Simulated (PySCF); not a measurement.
AlO, SMILES [O]=[Al], multiplicity 2. Atoms are numbered in the order given.

```xyz
2

Al     0.0000     0.0000    -0.6170
O      0.0000     0.0000     1.0026
```
Charge 0, spin multiplicity 2.

Geometry optimised at PBE0-D3(BJ)/def2-TZVPD.

Two levels are set side by side: PBE/pcH-1 (PySCF) and B3LYP/pcH-1 (PySCF). Contact hyperfine couplings, same geometry. Differences are taken from unrounded values.

| quantity | B3LYP |
|---|---|
| A(iso) of 27Al, atom Al1 (MHz) | 465.0 |
| A(iso) of 17O, atom O2 (MHz) | 7.9 |

### Question
What does PBE give, and how far is it from B3LYP? (An estimate is asked for; the answer gives what the named calculation found.)

### Answer

| quantity | PBE | PBE minus B3LYP |
|---|---|---|
| A(iso) of 27Al, atom Al1 (MHz) | 591.2 | 126.2 |
| A(iso) of 17O, atom O2 (MHz) | 10.8 | 2.8 |

Rough cost on one machine, each run with all the roots and properties that it gave: B3LYP against PBE within a factor of 2.
